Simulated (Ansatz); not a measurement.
The cluster Cs₃F₃⁺, relaxed as a doublet with UKS PBE0-D4/def2-SVP in Ansatz, starting from the GFN1-xTB geometry. Force threshold 0.02 eV/Å.

In the def2 sets Cs takes a core potential; there is no spin–orbit coupling. The relaxation made no stability test and no search for a lower SCF solution. The structure comes from a short search, and lower isomers may exist.

Start:

| atom | x (Å) | y (Å) | z (Å) |
| --- | --- | --- | --- |
| Cs1 | 2.0856 | -0.2336 | 1.3316 |
| Cs2 | -0.0205 | 1.6220 | -1.9420 |
| Cs3 | -1.9808 | -1.3169 | 0.5444 |
| F4 | 1.5327 | 1.6986 | -0.0585 |
| F5 | -1.7949 | -0.0160 | -1.5320 |
| F6 | 0.1779 | -1.7541 | 1.6566 |

```
step  energy (eV)  largest force component (eV/Å)  SCF passes
   1   -9779.6967                           1.148          25
   2   -9780.2469                           0.358          37
   3   -9780.3558                           0.052          51
   4   -9780.3694                           0.041          45
   5   -9780.3839                           0.014          49
   6   -9780.3860                           0.010          41
   7   -9780.3863                           0.005          29
```

Force components are those of the run's own axes.

End:

Cartesian coordinates in Å:
```
Cs 2.3101 -0.1479 1.6910
Cs -0.1215 1.9502 -2.1041
Cs -2.1682 -1.7800 0.4075
F 1.8132 1.4783 -0.3470
F -1.9365 0.1302 -1.4160
F 0.1029 -1.6309 1.7686
```

By distances, no bond broke or formed. The bond that changes most is Cs2–F4, from 2.44 to 2.66 Å (atoms count from 1). The end is the same structure that another start reached.

The force fell under the threshold at step 5, but the optimiser went on and released 0.002 eV more. No frequencies were taken in this run, so the end may be a saddle point.

Run time 28 s (4 threads of Arm Neoverse V1 on a shared host).
